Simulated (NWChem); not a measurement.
System: CH3ClMgO; SMILES C[O][Mg][Cl]

Here is an NWChem input.

```
start job
memory heap 200 mb stack 900 mb global 1100 mb
geometry units angstroms noautosym nocenter noautoz
  Mg     0.065228    -0.340903    -0.000264
  Cl     0.514087    -2.492508     0.001017
  O     -0.294288     1.381549    -0.001294
  C     -0.574524     2.726288    -0.002097
  H     -1.158469     3.030274     0.889235
  H      0.345753     3.343480    -0.006855
  H     -1.165912     3.027661    -0.889400
end
basis spherical
  * library def2-tzvp
end
dft
  xc pbe0
  iterations 150
end
property
  efieldgrad
end
task dft property
```

Structure relaxed at the PBE0/def2-SVP level.

Vzz is the largest principal value of the second derivative of the potential at the nucleus (NWChem prints the opposite sign); η is the asymmetry. Non-relativistic.

Atoms are numbered as in the input.

**Question.** Predict the main results of this run. (PBE0/def2-TZVP.) Quantities: Vzz Mg1 (a.u.); η Mg1; Vzz Cl2 (a.u.); η Cl2; Vzz O3 (a.u.); η O3.

**Answer.** The vzz Mg1 (a.u.) comes out as -0.891 and the η Mg1 comes out as 0.00. The vzz Cl2 (a.u.) is 0.962, the η Cl2 is 0.00 and the vzz O3 (a.u.) is 1.616. The η O3 is 0.00.
